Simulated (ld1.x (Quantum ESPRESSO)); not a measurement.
**What one change does to a pseudopotential (praseodymium (Pr), TM)**

praseodymium (Pr), norm-conserving Troullier–Martins (Kleinman–Bylander form), made with ld1.x (Quantum ESPRESSO) 7.5 (PBE, scalar-relativistic). Core [Xe], reference 4f3 5d0 6s0 6p0 (charge +2). Waves: 6s (bound, empty): rc 3.55 bohr; 6p (bound, empty): rc 3.95 bohr; 5d (bound, empty): rc 3.10 bohr; 4f (bound): rc 1.45 bohr. Local part: all-electron potential smoothed inside 2.40 bohr (lloc = -1). Core correction: none.

All-electron outer shells of the reference configuration (PBE, scalar-relativistic, ld1.x):

```json
{"shell": "5s", "level (eV)": "-51.77", "outermost node (bohr)": "0.74", "outermost maximum (bohr)": "1.35"}
{"shell": "5p", "level (eV)": "-34.14", "outermost node (bohr)": "0.79", "outermost maximum (bohr)": "1.53"}
{"shell": "4f", "level (eV)": "-13.84", "outermost node (bohr)": "–", "outermost maximum (bohr)": "0.69"}
{"shell": "5d", "level (eV)": "-13.50", "outermost node (bohr)": "0.90", "outermost maximum (bohr)": "2.14"}
{"shell": "6s", "level (eV)": "-13.19", "outermost node (bohr)": "1.79", "outermost maximum (bohr)": "3.40"}
{"shell": "6p", "level (eV)": "-9.52", "outermost node (bohr)": "2.10", "outermost maximum (bohr)": "4.10"}
```

Change: local potential the s channel.

Cutoffs: the cutoffs (Ry, on a coarse ladder) from which the occupation-weighted sum of valence levels, in a spherical-Bessel basis at the reference potential, stays within 10 and 1 mRy of its value at 400 Ry; they do not see the model core or the augmentation charge, which bear on the density cutoff. Errors are all-electron minus pseudo energies relative to the spin-unpolarised reference configuration.

**Question.** Predict the effect on cutoff, ghosts and configuration errors.

**Answer.** The potential gets neither clearly harder nor softer (160 Ry and 200 Ry → 160 Ry and 200 Ry); the bound ghost in p, s disappears; the number of tests that count goes from 7 to 5; of the 5 tests that both files solve, the error grows in 0 and shrinks in 1 by more than 15 % and 0.3 meV (median size 499.7 → 540.9 meV); the range in which the d phases agree narrows (upper end 2.7 → -0.2). In the separable form a ghost depends on how the local part lies against the semilocal potential of the channel, so the choice of the local part can create or remove one.

```csv
quantity,base,changed
"cutoff, loose",160 Ry,160 Ry
"cutoff, tight",200 Ry,200 Ry
bound ghosts,"s, p",none
"tests counted (converged, no solver errors)",7 of 7,5 of 7
"error for 4f3 5d0 6s2 6p0, meV [ΔE -16.35 eV]",+980,+972
"error for 4f3 5d0 6s1 6p0, meV [ΔE -10.63 eV]",+404,+400
"error for 4f3 5d0 6s0 6p2, meV [ΔE -11.71 eV]",+500,+541
"error for 4f3 5d1 6s0 6p0, meV [ΔE -9.70 eV]",+344,+300
"error for 4f2 5d1 6s2 6p0, meV [ΔE -15.21 eV]",+921,+728
s: phases at 4.28 bohr within 0.05 rad from the reference energy up to (Ry; the scan ends near 5),0.1,0.3
p: phases at 4.28 bohr within 0.05 rad from the reference energy up to (Ry; the scan ends near 5),0.8,0.5
d: phases at 4.28 bohr within 0.05 rad from the reference energy up to (Ry; the scan ends near 5),2.7,-0.2
f: phases at 4.28 bohr within 0.05 rad from the reference energy up to (Ry; the scan ends near 5),-0.2,-0.6
```

Base: These tests converged, but a pseudo level misses the all-electron one widely, so the file describes the atom poorly there or has found another state: 4f2 5d0 6s0 6p0: 4f by 2.4 eV (a node warning on the way); 4f2 5d0 6s2 6p0: 4f by 2.3 eV; 4f2 5d1 6s2 6p0: 4f by 1.4 eV. Changed file: Tests not counted: 4f2 5d0 6s0 6p0 (solver errors, printed error -1.5 eV); 4f2 5d0 6s2 6p0 (solver errors, printed error -248 meV). These tests converged, but a pseudo level misses the all-electron one widely, so the file describes the atom poorly there or has found another state: 4f2 5d1 6s2 6p0: 4f by 1.7 eV. A true bound ghost makes a file unfit for plane-wave use even where its test errors are small: the radial tests pick states by their node count and pass the ghost by.
